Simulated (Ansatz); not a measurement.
This geometry of BClF2 + H2 (6 atoms, charge 0, multiplicity 1) is a first-order saddle point.

Level of theory: Ansatz, RKS B3LYP-D4/def2-SVP.

```xyz
6
Properties=species:S:1:pos:R:3
B 0.017 -0.285 0.041
Cl -0.002 0.160 2.111
F 1.164 0.129 -0.476
F -1.147 0.068 -0.484
H 0.051 -1.595 0.292
H 0.035 -1.149 1.241
```

**Question.** Which two structures does it join? (They come from a converged band through this point; their orientation in space is the band's.)

**Answer.** Bonds broken: B1–Cl2, H5–H6. Bonds formed: B1–H5, Cl2–H6. BClF2 + H2 becomes BF2H + ClH.

Initial state:

```xyz
6
Properties=species:S:1:pos:R:3
B -0.012 0.465 0.154
Cl -0.032 0.948 1.839
F 1.126 0.318 -0.485
F -1.136 0.262 -0.494
H 0.111 -2.466 0.501
H 0.062 -2.198 1.210
```

Final state:

```xyz
6
Properties=species:S:1:pos:R:3
B 0.005 -0.330 -0.571
Cl -0.039 -0.103 2.528
F 1.139 0.328 -0.693
F -1.120 0.335 -0.732
H -0.002 -1.519 -0.397
H 0.135 -1.381 2.592
```

**Question.** How far does it lie above each of them?

**Answer.** 1.66 eV above the first and 1.10 eV above the second. This is the barrier of this one path; another mechanism may lie lower. The orbitals stay closed-shell, which can raise the energy where a bond breaks towards radicals; this wasn't checked here.

Time of the run: 6.3 min on 1 thread of Intel(R) Xeon(R) 6975P-C (Granite Rapids), on a shared host, peak memory 0.15 GiB.
